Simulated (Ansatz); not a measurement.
`CC(=S)[SeH]` and `CC(=S)[NH][AlH2]` differ in one atom or group.

Ansatz, PBE0-D4/def2-TZVP geometries, multiplicity 1. Each molecule was computed in one conformer, which needn't be the lowest.

Scalar relativity is left out up to krypton.

```
                               property  `CC(=S)[SeH]`
     HOMO energy (PBE0/def2-TZVPP) / eV          -6.58
  HOMO–LUMO gap (B3LYP/def2-TZVPP) / eV           4.06
    HOMO–LUMO gap (PBE/def2-TZVPP) / eV           2.45
     LUMO energy (PBE0/def2-TZVPP) / eV          -2.10
HOMO–LUMO gap (ωB97M-V/def2-TZVPP) / eV           8.73
   HOMO–LUMO gap (PBE0/def2-TZVPP) / eV           4.48
```

(1) Give the same properties after the change, and the shifts. (An estimate is asked.)

## Answers

(1) Ansatz gave: 
```json
{"property": "HOMO energy (PBE0/def2-TZVPP) / eV", "`CC(=S)[NH][AlH2]`": "-6.14", "shift": "0.44"}
{"property": "HOMO–LUMO gap (B3LYP/def2-TZVPP) / eV", "`CC(=S)[NH][AlH2]`": "3.69", "shift": "-0.37"}
{"property": "HOMO–LUMO gap (PBE/def2-TZVPP) / eV", "`CC(=S)[NH][AlH2]`": "2.19", "shift": "-0.26"}
{"property": "LUMO energy (PBE0/def2-TZVPP) / eV", "`CC(=S)[NH][AlH2]`": "-2.03", "shift": "0.07"}
{"property": "HOMO–LUMO gap (ωB97M-V/def2-TZVPP) / eV", "`CC(=S)[NH][AlH2]`": "7.99", "shift": "-0.74"}
{"property": "HOMO–LUMO gap (PBE0/def2-TZVPP) / eV", "`CC(=S)[NH][AlH2]`": "4.12", "shift": "-0.36"}
```

With PBE0 the HOMO rises by 0.44 eV and the LUMO rises by 0.07 eV, so the gap narrows by about 0.37 eV. PBE moves the HOMO by 0.40 eV and ωB97M-V by 0.43 eV.

B3LYP here is the variant with VWN-RPA as its local correlation; programs differ in this.

Spin–orbit coupling is left out; it splits and shifts lone-pair levels of the heavy atoms by tenths of an eV.
